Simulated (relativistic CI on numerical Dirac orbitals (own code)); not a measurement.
# Ligand-field terms of d8

Computed with a parametric ligand-field model of a d^n configuration (Racah B and C, spin-orbit zeta, crystal field), exact diagonalisation.

Field parameters in Wybourne normalisation: Oh B⁴₀ = 21Dq, B⁴₄ = √(5/14) B⁴₀. The field is a parameter set, without covalency.

B = 490 cm⁻¹, C = 1830 cm⁻¹ (C/B = 3.73), Oh, no spin-orbit coupling. Tanabe-Sugano data, E/B above the lowest term (Δ = |10Dq|; b, c mark the second and third term of a kind):

| Δ/B | 3A2 | 3T2 | 3T1 | 1E | 1T2 | 1A1 |
| --- | --- | --- | --- | --- | --- | --- |
| 1.0 | 0.00 | 1.00 | 1.79 | 13.19 | 13.86 | 20.24 |
| 3.0 | 0.00 | 3.00 | 5.29 | 14.04 | 16.47 | 21.58 |
| 5.0 | 0.00 | 5.00 | 8.68 | 14.47 | 18.89 | 22.71 |
| 7.0 | 0.00 | 7.00 | 11.92 | 14.71 | 21.18 | 23.64 |
| 9.0 | 0.00 | 9.00 | 15.00 | 14.86 | 23.39 | 24.42 |
| 11.0 | 0.00 | 11.00 | 17.92 | 14.96 | 25.54 | 25.07 |
| 13.0 | 0.00 | 13.00 | 20.68 | 15.03 | 27.66 | 25.61 |
| 15.0 | 0.00 | 15.00 | 23.29 | 15.09 | 29.75 | 26.08 |
| 17.0 | 0.00 | 17.00 | 25.79 | 15.13 | 31.83 | 26.47 |
| 19.0 | 0.00 | 19.00 | 28.19 | 15.16 | 33.89 | 26.82 |
| 21.0 | 0.00 | 21.00 | 30.51 | 15.19 | 35.94 | 27.11 |
| 23.0 | 0.00 | 23.00 | 32.78 | 15.22 | 37.98 | 27.37 |
| 25.0 | 0.00 | 25.00 | 35.00 | 15.24 | 40.02 | 27.60 |
| 27.0 | 0.00 | 27.00 | 37.18 | 15.25 | 42.05 | 27.80 |
| 29.0 | 0.00 | 29.00 | 39.34 | 15.27 | 44.07 | 27.98 |
| 31.0 | 0.00 | 31.00 | 41.47 | 15.28 | 46.10 | 28.14 |
| 33.0 | 0.00 | 33.00 | 43.58 | 15.29 | 48.12 | 28.29 |
| 35.0 | 0.00 | 35.00 | 45.68 | 15.30 | 50.14 | 28.42 |
| 37.0 | 0.00 | 37.00 | 47.77 | 15.31 | 52.16 | 28.54 |
| 39.0 | 0.00 | 39.00 | 49.84 | 15.32 | 54.17 | 28.65 |
| 41.0 | 0.00 | 41.00 | 51.91 | 15.33 | 56.19 | 28.74 |
| 43.0 | 0.00 | 43.00 | 53.97 | 15.33 | 58.20 | 28.84 |
| 45.0 | 0.00 | 45.00 | 56.03 | 15.34 | 60.21 | 28.92 |
| 47.0 | 0.00 | 47.00 | 58.08 | 15.34 | 62.22 | 29.00 |

The ground term stays 3A2.
